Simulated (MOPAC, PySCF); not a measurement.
C$_{7}$H$_{14}$OSi, SMILES `C([C@@H]1CCCC[C@H]1[SiH3])=O` (O–C–C–C torsion 103°), neutral singlet in the gas phase. 

Z-matrix (Å, degrees):
```
C
H 1 1.1168
C 1 1.5430 2 108.04
H 3 1.1106 1 109.90 2 -59.31
H 3 1.1139 4 106.14 1 117.80
C 3 1.5340 4 110.29 5 117.94
H 6 1.1101 3 110.17 4 -59.02
H 6 1.1132 7 106.44 3 -118.18
C 6 1.5320 7 110.51 8 -118.59
H 9 1.1100 6 110.68 7 59.28
H 9 1.1128 10 106.41 6 118.65
C 9 1.5326 10 109.81 11 117.92
H 12 1.1099 9 110.79 10 -59.39
H 12 1.1140 13 106.67 9 -118.95
C 12 1.5492 13 109.24 14 -117.38
H 15 1.1124 12 108.60 13 -55.81
C 15 1.5177 16 106.79 12 -116.15
O 17 1.2134 15 125.37 16 13.71
H 17 1.1379 18 121.00 15 -177.49
Si 1 1.9102 2 106.09 15 120.78
H 20 1.5052 1 110.95 2 -58.91
H 20 1.5057 21 108.95 1 -120.62
H 20 1.5060 21 108.74 22 -118.55
```
Charge 0, spin multiplicity 1.

All levels are single points at this geometry (PBE-D3(BJ)/def2-SVP); Pople sets use spherical d functions. Orbital energies aren't observables, and empty levels follow the basis.

```
level                          HOMO (eV)  LUMO (eV)  gap (eV)  dipole (D)  vertical IE, Delta-SCF (eV)
-----------------------------  ---------  ---------  --------  ----------  ---------------------------
PBE-D3(BJ)/def2-TZVP in PySCF      -5.75      -2.04      3.71        3.37                            –
B3LYP/6-311+G** in PySCF           -7.12      -1.21      5.91        3.57                            –
B3LYP/6-31G* in PySCF              -6.75      -0.72      6.04        3.26                         8.98
PBE/6-31G* in PySCF                -5.39      -1.65      3.75        3.18                         8.48
HF/STO-3G in PySCF                 -8.65       7.99     16.64        1.95                            –
AM1 in MOPAC                      -10.34       0.93     11.27        2.71                            –
```
